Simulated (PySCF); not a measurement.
SMILES O[Si](O)(O)[SiH2][Si](O)(O)O (H8O6Si3), singlet at its GFN2-xTB optimised geometry (Å):

```
17

Si    -1.2476     0.8210     0.0000
O     -2.5830     1.1255     0.9059
O     -1.6152     1.4906    -1.4388
O      0.0491     1.6765     0.5367
Si    -0.4968    -1.3467     0.0000
Si     1.7901    -1.3467     0.0000
O      2.3465    -0.0593     0.8462
O      2.5830    -2.6255     0.6319
O      2.1880    -1.3066    -1.5765
H     -2.6231     0.8553     1.8172
H     -2.4679     1.3246    -1.8272
H      0.0523     2.6255     0.4215
H     -1.0492    -2.0386     1.1946
H     -1.1119    -2.1141    -1.0995
H      1.8350     0.7492     0.7937
H      2.7240    -2.6599     1.5727
H      3.0866    -1.4683    -1.8544
```

Level of theory: PySCF with PBE0/def2-SVP. Cells within 0.4 Å of a nucleus heavier than hydrogen are left out (blank, or x).

Map of the log10 of the electron density (e/bohr³), floored at −4 on the plane z = 0.0 Å:

```
|0000000000000000000000000000000|
|0000000000000000000000000000000|
|0000000000000000000000000000000|
|0000000000000000000000000000000|
|0000000000000122220000000000000|
|0000000000012344432000000000000|
|0000000111223456543100000000000|
|0000012233334567654210000000000|
|0000133444445677765320000000000|
|0001344555556788875421000000000|
|0002455666666789876432210000000|
|0013456677788788876444332100000|
|00134567779xx777765455544310000|
|00024566679xx766554556655421000|
|0002345566788766544566765431000|
|0001234556677776555567776532000|
|0000123445677776656667776532000|
|0000012345677777666677766432000|
|0000012345667xx77778x9765432000|
|0000001234668xx87779xx865432000|
|0000001234567xx77778xx766542100|
|0000001234567776666677776543100|
|0000001234566666656667887653200|
|0000000123455555545567887653200|
|0000000123344444334456787653100|
|0000000012233333223456666542000|
|0000000001122222112344555431000|
|0000000000011111000123343210000|
|0000000000000000000001221100000|
|0000000000000000000000000000000|
|0000000000000000000000000000000|
```
Scale: ten equal steps from -4.00 (start of '0') to -0.072 (end of '9'), in the order '0123456789'; x runs from -5.00 to 5.00, y from -5.00 (bottom) to 5.00 (top).
